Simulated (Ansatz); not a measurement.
BCl, triplet, at a GFN2-xTB geometry (the spin is typed, not shown lowest). Base run: B3LYP/cc-pVTZ (Ansatz, an electronic-structure program).

Here is a job for Ansatz.
Ansatz 0.2 input:
```yaml
crystal:
  periodic: [false, false, false]
  atoms:
    - {symbol: B, position_ang: [-0.00000000, -0.00000000, -1.29965053]}
    - {symbol: Cl, position_ang: [0.00000000, 0.00000000, 0.38225016]}
basis:
  gaussian:
    orbitals: cc-pVTZ
hamiltonian:
  xc: b3lyp
magnetization: {spin_polarized: true, initial_magnetization: 2}
```

The base run was repeated with changes; each row names its change, and settings that it needs were set with it.

| change | ΔE vs base (mEh) |
|---|---|
| base | 0.000 |
| lower_state_search = full | 0.000 |
| forces = on | 0.000 |
| lower_state_search = off | 0.000 |
| fitting.mean_field = def2-universal-JKFIT | -0.011 |
| accuracy = high | -0.004 |
| nuclear_model = gaussian | 0.442 |
| final_grid = 14, 28, 59 | 0.000 |
| fitting.mean_field = cc-pVTZ-JKFIT | -0.002 |
| final_grid = 4, 8, 17 | 0.002 |
| final_grid = 10, 20, 41 | 0.000 |
